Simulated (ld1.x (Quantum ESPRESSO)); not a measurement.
An all-electron radial function and its pseudo partner (O (Z = 8))

Columns: radius, all-electron u(r) and pseudo u(r) of the 2p shell (level -9.60 eV) of oxygen in the configuration [He] 2s1 2p5; LDA (PZ), scalar-relativistic, PAW scheme, ld1.x (Quantum ESPRESSO) 7.5.

```tsv
r (bohr)	all-electron	pseudo
0.057	0.0397	0.0112
0.115	0.1301	0.0448
0.172	0.2380	0.0976
0.230	0.3500	0.1681
0.288	0.4549	0.2511
0.345	0.5465	0.3401
0.402	0.6249	0.4314
0.460	0.6908	0.5219
0.518	0.7433	0.6054
0.575	0.7828	0.6772
0.632	0.8115	0.7364
0.690	0.8310	0.7826
0.747	0.8421	0.8140
0.805	0.8461	0.8325
0.862	0.8443	0.8393
0.920	0.8375	0.8368
0.977	0.8269	0.8275
1.035	0.8129	0.8134
1.092	0.7966	0.7967
1.150	0.7780	0.7780
1.208	0.7579	0.7579
1.265	0.7370	0.7370
1.322	0.7154	0.7154
1.380	0.6929	0.6929
1.438	0.6701	0.6701
1.495	0.6476	0.6476
```

Task: How many radial nodes do the two functions have?

Result: The all-electron 2p function has n − l − 1 = 0; the pseudo-wave has 0.

Task: At about which radius was the pseudo-wave matched?

Result: 1.15 bohr, where the columns begin to agree (steps of 0.06 bohr).

Task: Where does each function peak?

Result: Outermost all-electron maximum near 0.81 bohr, pseudo maximum near 0.86 bohr (to the table’s step).

Task: Is the pseudo-wave norm-conserving?

Result: No, it belongs to a PAW set: the norm inside the radius is not constrained, and the difference is carried by the augmentation charge.
